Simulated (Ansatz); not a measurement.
`BC(=N)CF`, charge 0, multiplicity 1.

**Question.** Give a relaxed structure at PBE0-D4/def2-TZVP (Ansatz). (Best estimate.)

**Answer.** Ansatz gave: 
Z-matrix (Å, degrees):
```
C
F 1 1.383
C 1 1.501 2 109.7
H 1 1.094 2 108.5 3 -121.8
H 1 1.096 2 107.8 3 119.9
N 3 1.273 1 124.4 2 -157.6
B 3 1.565 1 120.1 2 30.4
H 6 1.025 3 112.2 1 -0.8
H 7 1.195 3 119.0 1 52.2
H 7 1.191 3 120.3 1 -131.2
```
This is one stationary point; other conformers may exist.
